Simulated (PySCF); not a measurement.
Computed with B3LYP-D3(BJ)/def2-TZVP (PySCF). Gas-phase values, no solvent. One relaxed conformer stands for a flexible species; it need not be the lowest. B3LYP has the VWN-RPA correlation part, as in Gaussian. Delta-SCF ions had no search for a lower state. Excitations are Tamm–Dancoff values on a coarser integration grid. The basis has no diffuse functions, so Rydberg states are missing or too high.

Reference species (SMILES): `[SiH3]OS` (Si–O–S–H torsion 88°) (neutral, multiplicity 1).

```json
{
  "HOMO–LUMO gap": "5.45 eV",
  "vertical ionisation energy (Delta-SCF)": "9.53 eV",
  "S1–T1 gap (TDA)": "0.83 eV"
}
```

After one change: the HOMO–LUMO gap rises by 2.38 eV; the vertical ionisation energy (Delta-SCF) rises by 1.57 eV; the S1–T1 gap (TDA) decreases by 0.27 eV.

### Question
What was changed between the two runs? The new species is one of these.
A) `CC#CS`
B) `BS`
C) `F[Si](F)(F)S`
D) `[SiH3]S`

### Answer
C, `F[Si](F)(F)S`
